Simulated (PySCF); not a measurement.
Compound: CH7FGeN2.
SMILES with atom numbers: `[CH3:1][NH:2][Ge@H:3]([NH2:4])[F:5]` (hydrogens: H6, H7, H8 on C1; H9 on N2; H10 on Ge3; H11, H12 on N4)

Computed by this run: PBE0-D3(BJ)/def2-SVP geometry optimisation, gas phase in PySCF; density fitting, grid level 1; the optimiser is geomeTRIC in internal coordinates, started from a GFN2-xTB structure with every atom displaced at random (about 0.01 Å).

Step 0: E = -63341.1345 eV
```
atom  x, y, z in Å  |  force x, y, z in eV/Å
C1     -1.6831   -0.2984    0.3058   -0.638   1.638  -1.026
N2     -0.7856    0.0305   -0.7815    0.112  -0.562   0.667
Ge3     0.9164    0.4937   -0.5340    0.617   0.451   1.101
N4      1.6777   -0.5942    0.7132   -1.876  -0.323  -1.050
F5      1.1475    2.0518    0.2663   -0.159  -0.187  -0.085
H6     -1.1397   -0.6980    1.1219    0.755  -0.694   1.134
H7     -2.4316   -1.0054   -0.0377   -0.392  -0.483   0.018
H8     -2.2139    0.6171    0.6675    0.068  -0.437   0.052
H9     -1.2566    0.4799   -1.5355   -0.281   0.348  -0.791
H10     1.5768    0.7339   -1.8538    0.285  -0.029  -0.743
H11     2.4766   -0.2700    1.1772    1.446   0.699   0.786
H12     1.7552   -1.5691    0.4815    0.063  -0.422  -0.065
```

Question: Estimate the geometry and energy of step 1. (The exact step hangs on the optimiser's Hessian estimate; all steps are aligned on step 0, rigid shifts and turns removed.)

Answer: E = -63341.2464 eV, largest force 0.968 eV/Å
```
atom  x, y, z in Å  |  force x, y, z in eV/Å
C1     -1.6663   -0.2485    0.3077    0.128  -0.248   0.324
N2     -0.7720    0.0415   -0.7861    0.040   0.254  -0.254
Ge3     0.9401    0.5493   -0.5162   -0.259  -0.741  -0.566
N4      1.5966   -0.6423    0.6765    0.563   0.501   0.499
F5      1.0995    2.0382    0.3581    0.118   0.411   0.159
H6     -1.0739   -0.5913    1.1812   -0.153   0.055  -0.266
H7     -2.3670   -1.0623    0.0477    0.016   0.015   0.014
H8     -2.2640    0.6151    0.6434   -0.063   0.106   0.003
H9     -1.2349    0.4181   -1.6102    0.076  -0.058   0.101
H10     1.6234    0.7327   -1.8995   -0.119   0.088   0.288
H11     2.4071   -0.2760    1.1897   -0.353  -0.327  -0.165
H12     1.7511   -1.6028    0.3986    0.007  -0.057  -0.136
```

The energy changes by -0.1119 eV. The first-order estimate −F·Δx gives -0.3753 eV and the mean of the old and new forces, exact on a quadratic surface, -0.1145 eV. The step makes an angle of 74° with the force vector and moves no atom by more than 0.139 Å.

The cost below is that of the whole optimisation. The run took 50 s wall on an Arm Neoverse V1 with one thread, no GPU, shared host with 32 logical CPUs at a one-minute load of 14, and the process peaked at 0.50 GiB of memory.
